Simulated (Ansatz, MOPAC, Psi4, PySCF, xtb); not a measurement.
Lewis adduct: BH3 (SMILES B) (first 4 atoms) with CHN (SMILES C#N); geometry from B3LYP-D3(BJ)/def2-TZVP, rigid monomers moved along the line of their centres of mass till B1···N6 is 2.16 Å.
(charge 0, multiplicity 1):
```xyz
7

B     -0.0969     0.0482     0.7696
H      0.6659     0.9271     0.4507
H      0.2039    -1.0311     0.3220
H     -1.2557     0.3333     0.5912
C      0.2328    -0.2446     4.0401
N      0.1188    -0.1434     2.9095
H      0.3392    -0.3391     5.0962
```

```tsv
level	interaction energy (meV)	minus CCSD(T)/CBS(aug-cc-pVDZ, aug-cc-pVTZ)	cost
PM7	-618.7	125.2	-
GFN1-xTB	-586.6	157.4	-
GFN2-xTB	-337.8	406.1	-
HF/3-21G (no counterpoise)	-831.8	-87.9	-
HF/6-31G*	-521.0	222.9	-
HF/aug-cc-pVDZ	-497.1	246.8	-
HF/aug-cc-pVTZ	-516.4	227.5	-
PBE/def2-TZVPPD	-828.9	-84.9	×1
r2SCAN-D3(BJ)/def2-TZVPPD	-822.3	-78.4	×2
r2SCAN-D4/def2-TZVPPD	-820.2	-76.3	×2
B3LYP/6-31G* (no counterpoise)	-759.1	-15.2	-
B3LYP/6-311+G** (no counterpoise)	-693.9	50.0	-
PBE0-D3(BJ)/def2-TZVPPD	-814.6	-70.6	×1
PBE0-D4/def2-TZVPPD	-812.1	-68.2	×1
M06-2X/6-31G* (no counterpoise)	-787.7	-43.8	-
MP2/6-31G*	-690.7	53.3	-
MP2/aug-cc-pVDZ	-734.7	9.3	-
CCSD/aug-cc-pVTZ	-698.0	45.9	-
CCSD(T)/CBS(aug-cc-pVDZ, aug-cc-pVTZ)	-743.9	0.0	×300*
SAPT0/jun-cc-pV(D+d)Z	-681.2	62.8	-
```

 The comparison column counts from a level with limits of its own.

The rows run from -831.8 (HF/3-21G (no counterpoise)) to -337.8 meV (GFN2-xTB).

Counterpoise-corrected where a basis set is named; no monomer relaxation. Rows marked so take none.

Frozen-core correlation. CBS: X⁻³ extrapolation of the correlation energy, Hartree–Fock from the larger set. Rows in 3-21G, 6-311+G**, 6-31G* carry no dispersion term and start afresh at each structure (6-31G* with six Cartesian d functions). MP2/6-31G* freezes PySCF's default core. The state that PM7 reach isn't checked; PM7 holds dispersion and hydrogen-bond terms.

Programs: Ansatz (Gaussian orbitals); MOPAC for PM7 (differences of heats of formation); Psi4 for SAPT; PySCF for 3-21G rows, 6-311+G** rows, 6-31G* rows, the dispersion terms; xtb for the GFN methods. Each number belongs to the level named beside it.

Costs are rough ratios of core time to PBE/def2-TZVPPD (about 5 s over the structures, on one shared machine); a dash marks a level with no comparable run of its own. A star marks coupled-cluster runs past 200 virtual orbitals, where the program's memory plan changes under this machine's limit, so their costs aren't comparable with smaller runs.

Ansatz is a first-principles code.
